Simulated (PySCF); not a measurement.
C2H8N2Si2.
Numbering: `[CH2:1]=[CH:2][SiH:3]1[NH:4][SiH2:5][NH:6]1` (hydrogens: H7, H8 on C1; H9 on C2; H10 on Si3; H11 on N4; H12, H13 on Si5; H14 on N6)

Level: CAM-B3LYP/def2-SVPD in PySCF, non-relativistic, on one gas-phase PBE0-D3(BJ)/def2-SVP geometry that isn't relaxed in the solvent. The solvent is an IEF-PCM continuum (cavity from Bondi-type radii × 1.2), and excitations are vertical TDDFT with non-equilibrium linear response and a frozen core. Only the electrostatic response of the medium enters.

Gas-phase singlets (H = HOMO, L = LUMO):

```tsv
state	E (eV)	λ (nm)	f	leading configuration
S1	5.631	220	0.012	H→L 83%
S2	5.832	213	0.024	H-1→L 81%
S3	6.423	193	0.003	H-1→L+1 49%
S4	6.623	187	0.014	H→L+1 54%
S5	6.904	180	0.187	H-2→L 74%
```

Task: What are the lowest 5 singlets in dichloromethane (ε = 8.93)?

Result: 
| state | E (eV) | λ (nm) | f | leading configuration | change by rank (eV) |
| --- | --- | --- | --- | --- | --- |
| S1 | 5.666 | 219 | 0.018 | H→L 76% | +0.035 |
| S2 | 5.841 | 212 | 0.034 | H-1→L 74% | +0.009 |
| S3 | 6.445 | 192 | 0.006 | H-1→L+1 54% | +0.022 |
| S4 | 6.628 | 187 | 0.037 | H→L+1 61% | +0.005 |
| S5 | 6.833 | 181 | 0.283 | H-2→L 80% | -0.071 |

Task: The ground-state energy changes by -0.129 eV from gas to dichloromethane. By how much does the total energy of gas-phase S1 change?

Result: E(S1) = E(S0) + excitation energy, so it changes by -0.129 + 0.035 = -0.094 eV: it is lowered less than the ground state, which is what a blue shift means. This is the vertical state, with the slow part of the continuum still set for S0.

Task: How do the frontier levels move from gas to dichloromethane?

Result: 
```json
{"orbital": "LUMO+2", "gas (eV)": "1.45", "solvent (eV)": "1.51", "change (eV)": "+0.06", "Löwdin shares, gas": "Si5 28 %, Si3 13 %, H14 11 %, C1 9 %", "Löwdin shares, solvent": "Si5 32 %, Si3 12 %, C1 8 %, C2 8 %"}
{"orbital": "LUMO+1", "gas (eV)": "1.13", "solvent (eV)": "1.21", "change (eV)": "+0.08", "Löwdin shares, gas": "Si5 18 %, C1 14 %, Si3 12 %, C2 11 %", "Löwdin shares, solvent": "Si5 19 %, C1 14 %, Si3 12 %, C2 11 %"}
{"orbital": "LUMO", "gas (eV)": "0.35", "solvent (eV)": "0.41", "change (eV)": "+0.06", "Löwdin shares, gas": "C1 23 %, C2 20 %, Si3 15 %, Si5 8 %", "Löwdin shares, solvent": "C1 24 %, C2 20 %, Si3 15 %, Si5 8 %"}
{"orbital": "HOMO", "gas (eV)": "-8.53", "solvent (eV)": "-8.51", "change (eV)": "+0.02", "Löwdin shares, gas": "N6 56 %, Si5 9 %, Si3 7 %, C2 5 %", "Löwdin shares, solvent": "N6 56 %, N4 9 %, Si5 8 %, Si3 6 %"}
{"orbital": "HOMO-1", "gas (eV)": "-8.66", "solvent (eV)": "-8.63", "change (eV)": "+0.03", "Löwdin shares, gas": "N4 52 %, Si5 11 %, Si3 9 %, H13 5 %", "Löwdin shares, solvent": "N4 48 %, Si5 12 %, Si3 10 %, H10 6 %"}
{"orbital": "HOMO-2", "gas (eV)": "-9.34", "solvent (eV)": "-9.32", "change (eV)": "+0.02", "Löwdin shares, gas": "C2 37 %, C1 35 %, Si3 7 %, N6 4 %", "Löwdin shares, solvent": "C2 37 %, C1 35 %, Si3 7 %, N6 4 %"}
{"orbital": "HOMO-3", "gas (eV)": "-10.33", "solvent (eV)": "-10.28", "change (eV)": "+0.05", "Löwdin shares, gas": "C2 22 %, Si3 12 %, Si5 11 %, C1 10 %", "Löwdin shares, solvent": "C2 21 %, Si3 12 %, C1 10 %, Si5 10 %"}
```

The HOMO–LUMO gap goes from 8.88 to 8.92 eV.

Time: 28 s wall; peak memory 0.94 GiB. Hardware: Arm Neoverse V2, one thread, no GPU, on a shared host. This is the whole response run at CAM-B3LYP/def2-SVPD in dichloromethane, SCF included.

The values belong to the conformer `[CH2:1]=[CH:2][SiH:3]1[NH:4][SiH2:5][NH:6]1`: C1–C2–Si3–N4 4°.
